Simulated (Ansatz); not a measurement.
Reaction (redistribution): `[CH3][Ga]([CH3])[TeH]` + `[CH3][Ga]([CH3])[O][SiH3]` → `[CH3][Ga]([CH3])[O][Ga]([CH3])[CH3]` + `[SiH3][TeH]`

Computed with Ansatz on PBE0-D4/def2-TZVP structures; ΔE is electronic, products minus reactants. CBS: MP2 limit from def2 TZ/QZ plus the TZ coupled-cluster correction, frozen cores. Functionals use def2-TZVPP. HSE06 is defined as in plane-wave codes. def2 core potentials past Kr. For Ga, Te outer-core shells are correlated without core-valence functions, which leaves a few kJ/mol of doubt a bond. Scalar relativity is left out up to krypton. One conformer a species, not always the lowest.

`[CH3][Ga]([CH3])[TeH]`:

Z-matrix (Å, degrees):
```
C
Ga 1 1.967
H 1 1.090 2 112.4
H 1 1.093 2 109.9 3 -121.2
H 1 1.093 2 109.7 3 120.9
C 2 1.967 1 125.4 3 176.9
Te 2 2.537 1 116.1 3 -2.2
H 6 1.092 2 110.8 1 36.6
H 6 1.094 2 109.2 1 -81.9
H 6 1.090 2 111.6 1 158.6
H 7 1.658 2 92.5 1 -179.8
```

`[CH3][Ga]([CH3])[O][SiH3]`:

Z-matrix (Å, degrees):
```
C
Ga 1 1.959
H 1 1.093 2 109.9
H 1 1.090 2 112.2 3 121.1
H 1 1.093 2 109.9 3 -117.7
C 2 1.954 1 133.3 3 -119.9
O 2 1.804 1 114.8 3 59.6
H 6 1.093 2 109.4 1 109.9
H 6 1.092 2 109.7 1 -132.6
H 6 1.090 2 112.6 1 -10.8
Si 7 1.622 2 139.8 1 -0.4
H 11 1.495 7 111.9 2 1.7
H 11 1.489 7 110.5 2 121.8
H 11 1.490 7 110.5 2 -118.3
```

`[CH3][Ga]([CH3])[O][Ga]([CH3])[CH3]`:

Z-matrix (Å, degrees):
```
C
Ga 1 1.963
H 1 1.093 2 110.7
H 1 1.090 2 110.5 3 120.6
H 1 1.093 2 110.7 3 -118.7
C 2 1.971 1 127.7 3 60.3
O 2 1.787 1 114.9 3 -120.5
H 6 1.093 2 110.1 1 -115.6
H 6 1.093 2 110.3 1 126.2
H 6 1.091 2 112.2 1 5.1
Ga 7 1.786 2 135.9 1 167.1
C 11 1.963 7 114.9 2 167.4
C 11 1.971 7 117.4 2 -13.4
H 12 1.093 11 110.7 7 119.7
H 12 1.090 11 110.5 7 -0.9
H 12 1.093 11 110.7 7 -121.6
H 13 1.091 11 112.2 7 -175.4
H 13 1.093 11 110.2 7 -54.4
H 13 1.093 11 110.1 7 63.8
```

`[SiH3][TeH]`:

```xyz
6

Si    0.165    0.573   -0.257
Te    0.123   -1.236    1.459
H    -1.193    1.119   -0.503
H     1.035    1.627    0.321
H     0.739    0.091   -1.538
H    -0.869   -2.174    0.518
```

| level | ΔE (kJ/mol) |
| --- | --- |
| HSE06-D4 | 94.5 |
| r2SCAN | 95.7 |

What does CCSD(T)/CBS give? (An estimate is asked.)

Computed: +95.7 kJ/mol. The listed levels differ from it by -1.2, 0.0 kJ/mol.

Largest T1 diagnostic among the species: 0.013.

At CCSD(T), def2-SVP lies −14.9 kJ/mol from the extrapolated value and def2-TZVPP −2.0 kJ/mol. In def2-TZVPP, CCSD(T) changes the Hartree–Fock value by −24.1 kJ/mol (the triples alone add −3.7 kJ/mol) and MP2 by −22.7 kJ/mol.
